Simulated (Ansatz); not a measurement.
[RuO3N]- (RuNO₃⁻). Total charge -1; singlet. Geometry PBE-D4/def2-SVPD; atoms count from 1.

```xyz
5

Ru   -0.001    0.001    0.001
O    -1.226    0.416   -1.171
O    -0.713   -0.837    1.356
O     0.834    1.434    0.542
N     1.106   -1.014   -0.728
```

In the def2 sets Ru takes a core potential; there is no spin–orbit coupling. The restricted singlet is unstable towards broken spin symmetry in Hartree–Fock (as tested in another run); at PBE0-D4/def2-TZVPD this wasn't settled.

**Question.** Estimate the Mulliken populations from the PBE0/def2-TZVPD orbitals of Ansatz.

**Answer.** 
```csv
atom,charge (e),d electrons
Ru1,2.01,5.58
O2,-0.82,–
O3,-0.82,–
O4,-0.82,–
N5,-0.55,–
```
Mulliken values depend strongly on the basis. With diffuse functions, as here, like atoms can get unlike values, and bond orders can come out too low or too high.

**Question.** And the Mayer bond orders between heavy atoms (over 0.3)?

**Answer.** Ru1–O2 1.10 (1.75 Å); Ru1–O3 1.10 (1.75 Å); Ru1–O4 1.10 (1.75 Å); Ru1–N5 2.06 (1.67 Å).
